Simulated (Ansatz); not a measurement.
Geometry optimisation, RKS B3LYP-D4/def2-SVP in Ansatz.

The input (input.yaml):

```yaml
crystal:
  periodic: [false, false, false]
  atoms:
    - { symbol: Si, position_ang: [-0.815375, -3.3e-05, 0.197342] }
    - { symbol: H, position_ang: [1.480046, 4.3e-05, 1.553198] }
    - { symbol: F, position_ang: [1.915326, 1.5e-05, 0.734449] }
    - { symbol: F, position_ang: [-0.729605, 1.246273, -0.845914] }
    - { symbol: F, position_ang: [-0.729693, -1.246297, -0.845975] }
basis:
  gaussian: { orbitals: def2-SVP }
hamiltonian:
  xc: b3lyp
  dispersion: d4
relax:
  f_tol: 0.03
  max_steps: 50
output:
  orbitals: {}
```

Command:

```bash
$ ansatz run input.yaml --threads 1 --pin off --max-ram 2048MiB --backend cpu --events-out ev --progress --plain --runs-dir out
```

**Question.** Where does it end, and by what steps?

**Answer.** The run converged. After 8 steps the energy has fallen by 0.075 eV; F3 moved furthest, 0.39 Å.

```tsv
step	energy less start (eV)	largest force component (eV/Å)	accepted
0	0.0000	0.206	yes
1	0.0558	2.817	no
2	-0.0270	0.655	yes
3	-0.0407	1.159	yes
4	-0.0604	0.929	yes
5	-0.0710	0.185	yes
6	-0.0746	0.118	yes
7	-0.0752	0.033	yes
8	-0.0753	0.012	yes
```

```xyz
5
Properties=species:S:1:pos:R:3
Si -0.888 0.000 0.195
H 1.694 0.000 1.575
F 1.531 0.000 0.659
F -0.608 1.253 -0.818
F -0.608 -1.253 -0.818
```

The run took 8.2 s on 1 thread of Intel(R) Xeon(R) 6975P-C (Granite Rapids), with other jobs on the host, peak memory 0.14 GiB.
